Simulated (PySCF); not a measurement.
Computed properties of selenium dioxide (O2Se), SMILES [Se](=O)=O

selenium dioxide (O2Se), SMILES O=[Se]=O. Geometry: PBE0-D3(BJ)/def2-TZVP. Other conformers were not sampled. All values are computed for the isolated molecule unless a solvent is named; none is compared with measurement here.

**Structure.** The optimised structure has C2v symmetry. All 3 harmonic modes at PBE0-D3(BJ)/def2-TZVP (PySCF) are real, so it is a minimum. With heavy atoms numbered as in [O:1]=[Se:2]=[O:3], the shortest bond between them is O1–Se2 at 1.599 Å and the longest Se2–O3 at 1.599 Å.

**Vibrations.** The strongest infrared lines (harmonic, unscaled, degenerate partners summed) lie at 1052 cm⁻¹ (127 km/mol, O 78 %, Se 22 %), 383 cm⁻¹ (26 km/mol, O 82 %, Se 18 %), 1012 cm⁻¹ (14 km/mol, O 89 %, Se 11 %). The softest mode is at 383 cm⁻¹ and the zero-point energy is 3.5 kcal/mol.

**Electronic structure.** M06-2X/def2-TZVPD (PySCF) places the frontier levels at -10.80 and -3.28 eV, a gap of 7.52 eV, and gives a dipole moment of 2.95 D and a mean polarisability of 31.5 bohr³. PBE/def2-TZVPD (PySCF) at the same geometry gives -7.73 and -4.95 eV, so its gap is 4.74 eV narrower. An orbital gap is neither the optical nor the fundamental gap.

**Excitations.** TDDFT-CAM-B3LYP/def2-SVPD (PySCF) has S1 at 3.22 eV (386 nm, f = 0.003, weak); the most intense of the 10 singlets computed lies at 7.81 eV (f = 0.05). T1 (TDA) is at 2.47 eV. TDDFT-PBE/def2-SVPD (PySCF) puts S1 at 3.18 eV. No vertical singlet excitation falls in the visible range (under 3.1 eV).
